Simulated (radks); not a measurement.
Question: The mean radii <r> (bohr) of the occupied orbitals of an atom or ion are listed with their occupations. Calculated with a radial shooting solver on a logarithmic mesh with Libxc functionals: Dirac Kohn-Sham, PBEsol, spin-unpolarised, spherical densities, finite nucleus; Fermi nuclear charge, rms radius of each element as measured or else 0.836 A^(1/3) + 0.57 fm.

| orbital | occ. | <r> |
|---|---|---|
| 1s1/2 | 2 | 0.01774 |
| 2s1/2 | 2 | 0.07428 |
| 2p1/2 | 2 | 0.06131 |
| 2p3/2 | 4 | 0.06950 |
| 3s1/2 | 2 | 0.1935 |
| 3p1/2 | 2 | 0.1835 |
| 3p3/2 | 4 | 0.1986 |
| 3d3/2 | 4 | 0.1735 |
| 3d5/2 | 6 | 0.1781 |
| 4s1/2 | 2 | 0.4319 |
| 4p1/2 | 2 | 0.4358 |
| 4p3/2 | 4 | 0.4694 |
| 4d3/2 | 4 | 0.4826 |
| 4d5/2 | 6 | 0.4939 |
| 5s1/2 | 2 | 1.007 |
| 5p1/2 | 2 | 1.100 |
| 4f5/2 | 6 | 0.5526 |
| 4f7/2 | 8 | 0.5608 |
| 5p3/2 | 4 | 1.201 |
| 5d3/2 | 2.4 | 1.716 |
| 5d5/2 | 3.6 | 1.783 |
| 6s1/2 | 1 | 2.768 |

Name the element and its charge. Open shells, if any, are shared by 2j + 1.

Answer: Z = 76, osmium, charge +1: Os+ in [Xe] 4f14 5d6 6s1. The 1s radius gives Z: for a bare nucleus <r> = (2 gamma + 1)/(2Z) with gamma = sqrt(1 - (Z/c)^2), 0.01753 bohr for Z = 76, and screening makes it slightly larger (0.01774 here). The occupations add up to 75, and the charge is Z minus that.
